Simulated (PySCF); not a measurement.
C3H9AlO2, singlet, at a GFN2-xTB geometry (such geometries of metal compounds can be far from the true shape).

Here is a job for PySCF.
```python
from pyscf import gto, scf, dft

mol = gto.M(
    atom='''
Al   -0.28256627    1.06696800    1.17832448
H    -1.46788192    0.99262310    2.08772957
O     0.87843621    2.14853019    1.60277375
H     1.53443642    2.77750068    1.86559740
O    -0.34648878    0.06147963   -0.12227580
C    -0.37378424   -0.87232991   -1.15974686
C    -0.76256876   -2.24429645   -0.61224278
C     0.98630638   -0.92457117   -1.85405622
H    -1.13480535   -0.54830209   -1.88614959
H    -0.01828851   -2.57326454    0.10996979
H    -0.82534865   -2.97078837   -1.41818589
H    -1.72559673   -2.18089321   -0.11159329
H     1.24717817    0.06263281   -2.22799405
H     1.74667128   -1.23681317   -1.14137800
H     0.96169685   -1.62617286   -2.68392246
''',
    basis='def2-svpd',
    verbose=4,
    max_memory=1800,
)

mf = dft.RKS(mol)
mf.xc = 'camb3lyp'
mf = mf.density_fit(auxbasis='def2-universal-jkfit')
mf.kernel()
```

Task: Predict the HOMO energy from DF-CAMB3LYP/def2-SVPD (PySCF).

Result: -9.30 eV

Task: What total energy does DF-CAMB3LYP/def2-SVPD give?

Result: -512.3386 Eh

Task: Predict the HOMO-LUMO gap from DF-CAMB3LYP/def2-SVPD.

Result: 9.82 eV

Task: What is the computed dipole moment (DF-CAMB3LYP/def2-SVPD)?

Result: 1.22 D

Task: Estimate the number of basis functions that DF-CAMB3LYP/def2-SVPD returns for this input.

Result: 202

Task: Roughly what does it cost on one core?

Result: roughly 30 core-seconds.
